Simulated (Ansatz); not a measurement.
Frontier orbitals of `[SiH3][SnH2][Cl]`.

```xyz
8

Si   -0.825   -1.072    0.156
Sn    0.865    0.848    0.013
Cl   -0.051    2.352   -1.538
H    -0.338   -2.092    1.122
H    -0.970   -1.686   -1.187
H    -2.128   -0.531    0.615
H     1.058    1.753    1.445
H     2.389    0.427   -0.627
```

Charge 0, multiplicity 1. Correlated methods include outer-core shells of Sn, which these sets cover unevenly. Sn: def2 effective core potential. All single points use the PBE0-D4/def2-TZVP geometry. Basis def2-TZVPP, Ansatz.

Orbital energies of one run (eV). Highest occupied ones, from the top: -10.26, -10.90, -11.71, -12.21, -12.27, -12.97, -13.02, -16.85, -18.87, -24.93, -31.48, -31.51, -31.59, -31.62. Empty: 0.88, 1.41, 1.89, 2.53, 2.99, 3.34.

(1) Which functional gave them?
A. r2SCAN
B. ωB97X-V
C. HSE06 (plane-wave form)
D. PBE0

Answers

(1) B. HOMO energies: ωB97X-V -10.26, r2SCAN -7.15, PBE0 -8.03, HSE06 -7.64 eV.
